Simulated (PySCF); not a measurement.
WOCl: from structure and modes to constants

Method: UPBE0/[W def2-TZVP with ECP60, O def2-TZVP, Cl def2-TZVP], scalar-relativistic core potentials, density fitting, no spin–orbit coupling, PySCF.

The quartet minimum has Cs symmetry. Masses (u): W 183.95093, O 15.99492, Cl 34.96885.

```xyz
3
charge 0 multiplicity 4, angstrom
W    -0.2059    0.0000   -0.1622
O    -1.8357    0.0000    0.2830
Cl    1.9228    0.0000    0.7137
```

Harmonic wavenumbers (cm⁻¹): 120.6 (a', ×1), 381.5 (a', ×1), 1034.4 (a', ×1).

(1) What is the harmonic zero-point energy?

(2) Find the vibrational entropy and heat capacity at 298.15 K.

## Answers

(1) Half the sum of all 3 wavenumbers, 1537/2 = 768 cm⁻¹, which is 9.2 kJ/mol (1 cm⁻¹ = 0.0119627 kJ/mol).

(2) With u = 1.43878 ω/T, each mode gives S = R[u/(eᵘ−1) − ln(1−e⁻ᵘ)] and C = R u² eᵘ/(eᵘ−1)².
```csv
ω (cm⁻¹),u,S (J/(mol K)),C (J/(mol K))
120.6,0.582,12.93,8.08
381.5,1.841,4.32,6.32
1034.4,4.992,0.34,1.43
```
The sums over all modes are S = 17.6 and C = 15.8 J/(mol K); the softest mode gives 74 % of the entropy.

This need not be the most stable arrangement of these atoms. Other spin states or occupations of the open shell can lie lower. Spin–orbit coupling, left out here, can matter for elements this heavy.
